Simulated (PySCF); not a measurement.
# HWN + NH₃ → WH₄ + N₂

Level: PBE0 in the def2-TZVP basis family, computed in PySCF with density fitting; scalar-relativistic core potentials for atoms from Rb on, none lighter, no spin–orbit coupling; open shells unrestricted.

| species | state and structure | ZPE (kJ/mol) | H(298 K) − H(0) (kJ/mol) | S° (J/(mol K)) |
| --- | --- | --- | --- | --- |
| HWN | triplet, Cs, W–H 1.704 Å, W–N 1.653 Å; H–W–N 97.0° | 22.7 | 10.3 | 268.6 |
| NH₃ | singlet, C3v, N–H 1.013 Å (×3); H–N–H 107.1° (×3) | 90.6 | 10.0 | 192.4 |
| WH₄ | triplet, Td, W–H 1.704 Å (×4) | 66.5 | 11.9 | 245.4 |
| N₂ | singlet, D∞h, N–N 1.089 Å | 14.9 | 8.7 | 191.4 |

Is the gas-phase reaction uphill or downhill in electronic energy at this level, and by how much?

At PBE0/def2-TZVP, ΔE = 14.8 kJ/mol, uphill. 

Add zero-point, thermal and entropy terms for 298.15 K and 1 bar.

ΔZPE = -31.9 and Δ[H(298) − H(0)] = 0.3 kJ/mol give ΔH° = -16.8 kJ/mol. ΔS° = -24.2 J/(mol K), so ΔG° = -16.8 − 298.15 × (-0.0242) = -10 kJ/mol and log₁₀K = 1.7.

Spin–orbit coupling can matter for HWN, WH₄ and is left out. Open d or f shells are single determinants, so the state found may not be the ground state. The structures come from searches over a few start shapes, so lower isomers are not excluded.
